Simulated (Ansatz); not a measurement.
Ansatz (an electronic-structure program) input (CCSD(T)/def2-SVPD):

Ansatz 0.2 input:
```yaml
crystal:
  periodic: [false, false, false]
  atoms:
    - {symbol: Sb, position_ang: [0.02374638, -0.01419423, 0.32164804]}
    - {symbol: F, position_ang: [0.65368493, 1.21433598, -0.91274954]}
    - {symbol: F, position_ang: [-0.78824778, -1.13390200, -0.90992269]}
basis:
  gaussian:
    orbitals: def2-SVPD
total_charge: 1
magnetization: {spin_polarized: false}
correlation: {method: ccsd_t, electrons: outside_noble_gas}
output: {forces: true}
```

End of the output:

```
integrals: 0.07 GiB planned
857 factors; integrals over basis functions are off by at most 1.9e-4 eV
mean field: 0.23 GiB planned
mean field evaluation 1: about -11900.8728 eV, gradient 7.4e1 eV
mean field evaluation 2: about -11900.9653 eV, gradient 7.4e1 eV
mean field evaluation 4: about -11910.5025 eV, gradient 3.0e0 eV
mean field evaluation 8: about -11910.5869 eV, gradient 2.5e-1 eV
mean field evaluation 16: about -11900.8741 eV, gradient 7.4e1 eV
mean field -11910.58736726 eV, -437.7060124609 hartree, gradient 2.8e-6 eV, S^2 0.000000; 0 other end points of the search recorded, 0 dependent functions left out
11 core orbitals not correlated
reference -11910.58736726 eV, -437.7060124609 hartree; 9, 9 occupied and 58, 58 virtual orbitals, 857 factors
densities: 0.26 GiB planned
second order -13.10597134 eV of doubles, -0.00000000 eV of singles
coupled cluster: 0.19 GiB planned
cycle   1  -12.67784954 eV  change    4.3e-1 eV  update   1.4e-1
cycle   2  -13.10926887 eV  change   -4.3e-1 eV  update   5.3e-2
cycle   3  -13.22505218 eV  change   -1.2e-1 eV  update   2.6e-2
cycle   4  -13.22207650 eV  change    3.0e-3 eV  update   7.4e-3
cycle   5  -13.21423688 eV  change    7.8e-3 eV  update   3.6e-3
cycle   6  -13.21590217 eV  change   -1.7e-3 eV  update   1.3e-3
cycle   7  -13.21630920 eV  change   -4.1e-4 eV  update   4.3e-4
cycle   8  -13.21601768 eV  change    2.9e-4 eV  update   1.3e-4
cycle   9  -13.21602158 eV  change   -3.9e-6 eV  update   4.7e-5
cycle  10  -13.21606334 eV  change   -4.2e-5 eV  update   1.5e-5
cycle  11  -13.21605026 eV  change    1.3e-5 eV  update   6.0e-6
perturbative correction -0.38165701 eV, -0.0140256364 hartree
the calculation of the forces begins
Total energy: -11924.18507453 eV, -438.2057189860 hartree
Atom 0 at     0.023746    -0.014194     0.321648 Å, force     0.126568    -0.075655     1.714376 eV/Å
Atom 1 at     0.653685     1.214336    -0.912750 Å, force     0.428607     0.838888    -0.858152 eV/Å
Atom 2 at    -0.788248    -1.133902    -0.909923 Å, force    -0.555174    -0.763233    -0.856224 eV/Å
Dipole moment:     0.059836    -0.035767     0.810490 e Å
```
